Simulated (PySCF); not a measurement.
GeH5P.

```xyz
7

Ge    -0.7397    -0.0032     0.0000
P      1.5975     0.1190     0.0000
H     -1.2564     0.7260     1.2523
H     -1.2564     0.7260    -1.2523
H     -1.2740    -1.4468     0.0000
H      1.7472    -0.8434     1.0323
H      1.7472    -0.8434    -1.0323
```
Charge 0, spin multiplicity 1.

The structure is a stationary point at B3LYP-D3(BJ)/def2-TZVP.

Calculation: PBE0/pcSseg-2 run with PySCF. Non-relativistic, no solvent.

**Question.** Give the absolute GIAO shielding of each atom: isotropic value and principal components (ppm). (Estimate from the structure and the level; the computed values follow.)

**Answer.** 
```csv
atom,σ(iso),σ11,σ22,σ33,span
Ge1,1585.7,1530.2,1575.4,1651.5,121.4
P2,595.3,540.4,577.6,667.9,127.5
H3,27.3,21.3,22.2,38.4,17.2
H4,27.3,21.3,22.2,38.4,17.2
H5,26.9,20.3,22.1,38.2,17.9
H6,29.7,24.4,26.9,37.6,13.2
H7,29.7,24.4,26.9,37.6,13.2
```
